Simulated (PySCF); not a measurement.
PySCF job for Ag₂, SMILES [Ag][Ag], multiplicity 1, TDDFT-CAM-B3LYP/def2-TZVPD. The structure is a stationary point at PBE0-D3(BJ)/def2-TZVPD. The spin state was assumed, not searched. The def2 effective core potentials stand for the cores of Ag; spin–orbit coupling is left out.

```python
import numpy as np
from pyscf import gto, scf, dft, tdscf

mol = gto.M(
    atom='''
    Ag    0.00000000    0.00000000   -1.28820461
    Ag    0.00000000    0.00000000    1.28820461
    ''',
    basis='def2-TZVPD',
    ecp={'Ag': 'def2-tzvp'},
    charge=0,
    spin=0,
    symmetry=True,
    symmetry_subgroup='D2h',
    max_memory=1600,
    verbose=4,
)
mf = dft.RKS(mol, xc='cam-b3lyp').density_fit(auxbasis='def2-universal-jkfit')
mf.grids.level = 3
mf.conv_tol = 1e-9
mf.max_cycle = 100
mf.kernel()
mf.grids = dft.Grids(mol).set(level=1).build(with_non0tab=True)  # coarser grid for the response kernel
td = tdscf.TDDFT(mf)
td.singlet = True
td.nstates = 10
td.conv_tol = 1e-4
td.kernel(x0=td.get_init_guess(mf, 15))
td.analyze()
tt = tdscf.TDA(mf)
tt.singlet = False
tt.nstates = 4
tt.conv_tol = 1e-4
tt.kernel(x0=tt.get_init_guess(mf, 9))
tt.analyze(verbose=3)
```

Log of the run:

```
PySCF version 2.14.0

[INPUT] verbose = 4
[INPUT] num. atoms = 2
[INPUT] num. electrons = 38
[INPUT] charge = 0
[INPUT] spin (= nelec alpha-beta = 2S) = 0
[INPUT] symmetry True subgroup D2h
[INPUT] Mole.unit = angstrom
[INPUT] Symbol           X                Y                Z      unit          X                Y                Z       unit  Magmom
[INPUT]  1 Ag     0.000000000000   0.000000000000  -1.288204610000 AA    0.000000000000   0.000000000000  -2.434353905302 Bohr   0.0
[INPUT]  2 Ag     0.000000000000   0.000000000000   1.288204610000 AA    0.000000000000   0.000000000000   2.434353905302 Bohr   0.0

nuclear repulsion = 74.1469839725694
point group symmetry = Dooh, use subgroup D2h
symmetry origin: [0. 0. 0.]
symmetry axis x: [1. 0. 0.]
symmetry axis y: [0. 1. 0.]
symmetry axis z: [0. 0. 1.]
num. orbitals of irrep Ag = 18
num. orbitals of irrep B1g = 4
num. orbitals of irrep B2g = 9
num. orbitals of irrep B3g = 9
num. orbitals of irrep Au = 4
num. orbitals of irrep B1u = 18
num. orbitals of irrep B2u = 9
num. orbitals of irrep B3u = 9
number of shells = 28
number of NR pGTOs = 130
number of NR cGTOs = 80
basis = def2-TZVPD
ecp = {'Ag': 'def2-tzvp'}


[settings echo left out]
init E= -271.78515167471
HOMO (Ag) = -1.16367646196083  LUMO (B1u) = -0.920315143388037  gap/eV = 6.62220
cycle= 1 E= -291.490755302551  delta_E= -19.7  |g|= 4.13  |ddm|= 6.94
HOMO (Ag) = 0.165122499773194  LUMO (Ag) = 0.173684391932797  gap/eV = 0.23298
cycle= 2 E= -262.137107476729  delta_E= 29.4  |g|= 9.62  |ddm|=  177
HOMO (Ag) = -0.612785177745502  LUMO (B1u) = -0.357932455865865  gap/eV = 6.93490
cycle= 3 E= -293.588565666412  delta_E= -31.5  |g|= 1.22  |ddm|=  177
HOMO (Ag) = -0.207253547054029  LUMO (B1u) = -0.0438159425157938  gap/eV = 4.44736
cycle= 4 E= -293.921100543479  delta_E= -0.333  |g|= 0.245  |ddm|= 1.74
HOMO (Ag) = -0.240198656161569  LUMO (B1u) = -0.0520511459153319  gap/eV = 5.11975
cycle= 5 E= -293.928282488416  delta_E= -0.00718  |g|= 0.0802  |ddm|= 0.195
HOMO (Ag) = -0.241197123612642  LUMO (B1u) = -0.0563503181119502  gap/eV = 5.02994
cycle= 6 E= -293.929104692885  delta_E= -0.000822  |g|= 0.0281  |ddm|= 0.0569
HOMO (Ag) = -0.245169358311266  LUMO (B1u) = -0.0593093990921494  gap/eV = 5.05751
cycle= 7 E= -293.929236936697  delta_E= -0.000132  |g|= 0.00388  |ddm|= 0.0249
HOMO (Ag) = -0.246054039189371  LUMO (B1u) = -0.0599437263481488  gap/eV = 5.06432
cycle= 8 E= -293.929242525926  delta_E= -5.59e-06  |g|= 0.000803  |ddm|= 0.0076
HOMO (Ag) = -0.245950884428382  LUMO (B1u) = -0.0599352055636646  gap/eV = 5.06174
cycle= 9 E= -293.929242801891  delta_E= -2.76e-07  |g|= 0.000116  |ddm|= 0.00152
HOMO (Ag) = -0.245959738486547  LUMO (B1u) = -0.059947931277418  gap/eV = 5.06164
cycle= 10 E= -293.92924280947  delta_E= -7.58e-09  |g|= 2.51e-05  |ddm|= 0.000273
HOMO (Ag) = -0.245962070337075  LUMO (B1u) = -0.0599492667779438  gap/eV = 5.06167
cycle= 11 E= -293.929242810019  delta_E= -5.5e-10  |g|= 2.53e-06  |ddm|= 0.000114
HOMO (Ag) = -0.245961858674684  LUMO (B1u) = -0.0599491309597169  gap/eV = 5.06166
Extra cycle  E= -293.929242810028  delta_E= -8.47e-12  |g|= 1.65e-06  |ddm|= 7.99e-06
converged SCF energy = -293.929242810028
tot grids = 16416


******** <class 'pyscf.tdscf.rks.TDDFT'> for <class 'pyscf.df.df_jk.DFSymAdaptedRKS'> ********
nstates = 10 singlet
deg_eia_thresh = 1.000e-03
wfnsym = None
conv_tol = 0.0001
eigh lindep = 1e-12
eigh level_shift = 0
eigh max_cycle = 100


Excitation energies (eV)
[3.03033192 4.30936421 4.42763956 4.42763956 4.71676544 4.71676544
 4.78604534 4.78609068 4.97218291 4.972227  ]

** Singlet excitation energies and oscillator strengths **
Excited State   1:  B1u      3.03033 eV    409.14 nm  f=0.3953
      19 -> 20        0.70027
Excited State   2:   Ag      4.30936 eV    287.71 nm  f=0.0000
      18 -> 20        0.64196
      19 -> 23        0.26155
Excited State   3:  B2u      4.42764 eV    280.02 nm  f=0.1278
      10 -> 23       -0.10388
      17 -> 20        0.49531
      19 -> 21        0.48569
Excited State   4:  B3u      4.42764 eV    280.02 nm  f=0.1278
      11 -> 23       -0.10388
      16 -> 20        0.49531
      19 -> 22        0.48569
Excited State   5:  B2u      4.71677 eV    262.86 nm  f=0.3305
      17 -> 20        0.48326
      19 -> 21       -0.50014
Excited State   6:  B3u      4.71677 eV    262.86 nm  f=0.3305
      16 -> 20        0.48326
      19 -> 22       -0.50014
Excited State   7:  B1g      4.78605 eV    259.05 nm  f=0.0000
      13 -> 23       -0.14152
      15 -> 20        0.68450
Excited State   8:   Ag      4.78609 eV    259.05 nm  f=0.0000
      12 -> 23        0.14152
      14 -> 20       -0.68450
Excited State   9:   Au      4.97218 eV    249.36 nm  f=0.0000
      13 -> 20        0.68018
      15 -> 23       -0.15977
Excited State  10:  B1u      4.97223 eV    249.35 nm  f=0.0000
      12 -> 20       -0.68018
      14 -> 23        0.15977

** Transition electric dipole moments (AU) **
state          X           Y           Z        Dip. S.      Osc.
  1        -0.0000      0.0000     -2.3076      5.3251      0.3953
  2         0.0000      0.0000      0.0000      0.0000      0.0000
  3        -0.0000      1.0855      0.0000      1.1782      0.1278
  4         1.0855      0.0000     -0.0000      1.1782      0.1278
  5         0.0000     -1.6912     -0.0000      2.8601      0.3305
  6        -1.6912      0.0000      0.0000      2.8601      0.3305
  7        -0.0000      0.0000     -0.0000      0.0000      0.0000
  8        -0.0000     -0.0000     -0.0000      0.0000      0.0000
  9        -0.0000      0.0000      0.0000      0.0000      0.0000
 10        -0.0000     -0.0000      0.0000      0.0000      0.0000

WARN: ECP detected. Skipping calculation of transition velocity and magnetic dipole moments, which have not yet been implemented.



******** <class 'pyscf.tdscf.rks.TDA'> for <class 'pyscf.df.df_jk.DFSymAdaptedRKS'> ********
nstates = 4 triplet
deg_eia_thresh = 1.000e-03
wfnsym = None
conv_tol = 0.0001
eigh lindep = 1e-12
eigh level_shift = 0
eigh max_cycle = 100


Excitation energies (eV)
[1.6323289  3.55769883 3.55769884 4.00044319]

** Triplet excitation energies and oscillator strengths **
Excited State   1:  B1u      1.63233 eV    759.55 nm  f=0.0000
Excited State   2:  B3u      3.55770 eV    348.50 nm  f=0.0000
Excited State   3:  B2u      3.55770 eV    348.50 nm  f=0.0000
Excited State   4:   Ag      4.00044 eV    309.93 nm  f=0.0000
```

Self-consistency was reached.

Cost: about 50 core-seconds (a rough figure).
